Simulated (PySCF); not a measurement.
# As(2+): excitation energy

As(2+) [Ar] 3d10 4s2 4p1 (2P) → As(2+) [Ar] 3d10 4s2 5s1 (2S), as a difference of total energies. Calculation: PySCF 2.14, in x2c-TZVPPall with one added diffuse shell each of s, p, d type (7s6p5d1f, 57 functions); scalar relativity by spin-free X2C-1e. Correlated levels: valence: [Ar] 3d10 frozen. The calculations carry no spin-orbit coupling.

```
           method  excitation energy (eV)
              UHF                  12.828
SCS-MP2 (valence)                  12.855
   CCSD (valence)                  12.851
CCSD(T) (valence)                  12.844
```

**Question.** Estimate what MP2 (valence) gives.

**Answer.** 12.825 eV, closest to UHF among the rows shown.

**Question.** Estimate what CCSDT (valence) gives.

**Answer.** 12.842 eV, closest to CCSD(T) (valence) among the rows shown.

A first-order spin-orbit estimate (lowest level to lowest level, LS coupling) adds 0.224 eV.

The promoted electron is Rydberg-like, and one or two diffuse shells describe it only roughly, which tends to raise the upper state.
